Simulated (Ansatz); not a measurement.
Ansatz results at the PBE0-D4/def2-TZVP geometry: size of the dipole moment (PBE/def2-TZVPP) 1.14 D; zero-point energy (PBE0-D4/def2-TZVP) 38.5 kJ/mol; size of the dipole moment (ωB97M-V/def2-TZVPP) 1.18 D.

Each molecule was computed in one conformer, which needn't be the lowest.

(1) Which molecule gave them?
A. `F[B]S`•
B. `C#[C][Sn]([F])[F]`•
C. `CO[SiH]N`•
D. `[F][InH]`•

## Answers

(1) A. The others give `[F][InH]`•: 2.73, 14.8, 2.96; `CO[SiH]N`•: 0.73, 199.2, 0.79; `C#[C][Sn]([F])[F]`•: 3.45, 57.3, 3.71.
